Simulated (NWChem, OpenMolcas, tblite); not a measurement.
# C2H5InO (SMILES C[C](=O)[InH2]): the vertical ionisation energy, rung by rung

C2H5InO: 9 atoms, total charge 0, spin state singlet. As SMILES, `C[C](=O)[InH2]`. The coordinates come from a PBE0-D4/def2-TZVP relaxation.

Quantity: the vertical ionisation energy (to the doublet cation), in eV. The values are calculated.

```json
{"level": "GFN1-xTB", "kind": "semi-empirical", "program": "tblite", "value (eV)": "12.95"}
{"level": "HF/def2-SVP (core potential)", "kind": "Hartree–Fock", "program": "NWChem", "value (eV)": "7.42"}
{"level": "SVWN5/def2-SVP (core potential)", "kind": "LDA", "program": "OpenMolcas", "value (eV)": "8.27"}
{"level": "BLYP/def2-SVP (core potential)", "kind": "GGA", "program": "OpenMolcas", "value (eV)": "7.94"}
{"level": "M06-L/def2-SVP (core potential)", "kind": "meta-GGA", "program": "OpenMolcas", "value (eV)": "8.08"}
{"level": "TPSS/def2-SVP (core potential)", "kind": "meta-GGA", "program": "OpenMolcas", "value (eV)": "8.06"}
{"level": "M06-2X/def2-SVP (core potential)", "kind": "hybrid meta-GGA", "program": "OpenMolcas", "value (eV)": "8.29"}
{"level": "MP2/def2-SVP (core potential)", "kind": "perturbation theory", "program": "NWChem", "value (eV)": "8.48"}
```

Spin-orbit coupling, which can split open shells on such heavy atoms by tenths of an eV, is left out. The values span 7.42 to 12.95 eV. The xTB values lack the empirical shift that such differences need. In the correlated wave-function rows the outer d shell of In is correlated, in sets not made for it.
